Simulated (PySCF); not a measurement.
methylamine (CH5N), singlet, geometry from GFN2-xTB; PySCF with HF/STO-3G.

PySCF was given this input:
```python
from pyscf import gto, scf

mol = gto.Mole()
mol.atom = '''
    C     0.06015742    0.70059241   -0.00131411
    N     0.03966195   -0.75172453    0.00299697
    H    -0.93451955    1.16943137   -0.01795391
    H    -0.46398692   -1.09295311    0.81518120
    H    -0.43905591   -1.09816464   -0.82195807
    H     0.58603787    1.04291425    0.88931393
    H     0.61294631    1.03728935   -0.87767727
'''
mol.basis = 'sto-3g'
mol.verbose = 4
mol.build()

mf = scf.RHF(mol)
mf.kernel()
mo_i, mo_e, stable_i, stable_e = mf.stability(internal=True, external=True, return_status=True, nroots=6, tol=1e-6)
print('internally stable:', stable_i, ' externally stable:', stable_e)
if not stable_e:
    umf = mf.to_uhf() if not hasattr(mf, 'xc') else mf.to_uks()
    umf.scf_summary = {}
    umf.kernel(umf.make_rdm1(mo_e, umf.mo_occ))
```

**Question.** Write the output that PySCF gives for this input, abridged.

**Answer.** 
```
PySCF version 2.14.0

[INPUT] verbose = 4
[INPUT] num. atoms = 7
[INPUT] num. electrons = 18
[INPUT] charge = 0
[INPUT] spin (= nelec alpha-beta = 2S) = 0
[INPUT] symmetry False subgroup None
[INPUT] Mole.unit = angstrom
[INPUT] Symbol           X                Y                Z      unit          X                Y                Z       unit  Magmom
[INPUT]  1 C      0.060157420000   0.700592410000  -0.001314110000 AA    0.113681048160   1.323927779849  -0.002483307998 Bohr   0.0
[INPUT]  2 N      0.039661950000  -0.751724530000   0.002996970000 AA    0.074950223066  -1.420553482817   0.005663452504 Bohr   0.0
[INPUT]  3 H     -0.934519550000   1.169431370000  -0.017953910000 AA   -1.765986007552   2.209905010775  -0.033927972765 Bohr   0.0
[INPUT]  4 H     -0.463986920000  -1.092953110000   0.815181200000 AA   -0.876808204180  -2.065382044892   1.540469209894 Bohr   0.0
[INPUT]  5 H     -0.439055910000  -1.098164640000  -0.821958070000 AA   -0.829695423272  -2.075230409282  -1.553275638176 Bohr   0.0
[INPUT]  6 H      0.586037870000   1.042914250000   0.889313930000 AA    1.107451072923   1.970822303906   1.680559766461 Bohr   0.0
[INPUT]  7 H      0.612946310000   1.037289350000  -0.877677270000 AA    1.158300654963   1.960192783428  -1.658569666056 Bohr   0.0

nuclear repulsion = 42.1784132752882
number of shells = 11
number of NR pGTOs = 45
number of NR cGTOs = 15
basis = sto-3g
ecp = {}

******** <class 'pyscf.scf.hf.RHF'> ********
method = RHF
initial guess = minao
damping factor = 0
level_shift factor = 0
DIIS = <class 'pyscf.scf.diis.CDIIS'>
diis_start_cycle = 1
diis_space = 8
diis_damp = 0
SCF conv_tol = 1e-09
SCF conv_tol_grad = None
SCF max_cycles = 50
direct_scf = True
direct_scf_tol = 1e-13
Set gradient conv threshold to 3.16228e-05
Initial guess from minao.
init E= -94.1118042292485
cycle= 1 E= -94.009151637795  delta_E= 0.103  |g|= 0.247  |ddm|= 2.91
cycle= 2 E= -94.0297861616317  delta_E= -0.0206  |g|= 0.0558  |ddm|= 0.375
cycle= 3 E= -94.0309107805338  delta_E= -0.00112  |g|= 0.0136  |ddm|= 0.0901
cycle= 4 E= -94.0310274609703  delta_E= -0.000117  |g|= 0.00223  |ddm|= 0.0401
cycle= 5 E= -94.031031136243  delta_E= -3.68e-06  |g|= 0.000603  |ddm|= 0.00764
cycle= 6 E= -94.0310313923437  delta_E= -2.56e-07  |g|= 3.97e-05  |ddm|= 0.0024
cycle= 7 E= -94.0310313933469  delta_E= -1e-09  |g|= 4.97e-06  |ddm|= 0.000134
cycle= 8 E= -94.031031393362  delta_E= -1.5e-11  |g|= 1.1e-06  |ddm|= 1.2e-05
Extra cycle  E= -94.0310313933628  delta_E= -8.81e-13  |g|= 4.35e-07  |ddm|= 2.1e-06
converged SCF energy = -94.0310313933628
rhf_internal: lowest eigs of H = [2.26874451 2.37081998 2.38439321 2.97638474 3.01001647 3.04889602]
<class 'pyscf.scf.hf.RHF'> wavefunction is stable in the internal stability analysis
rhf_real2complex: lowest eigs of H = [0.51148966 0.53507098 0.53547822 0.70756522 0.71045882 0.71906269]
<class 'pyscf.scf.hf.RHF'> wavefunction is stable in the real -> complex stability analysis
rhf_external: lowest eigs of H = [0.36383751 0.41221588 0.43450315 0.4361662  0.47994721 0.50082783]
<class 'pyscf.scf.hf.RHF'> wavefunction is stable in the RHF/RKS -> UHF/UKS stability analysis
internally stable: True  externally stable: True
```
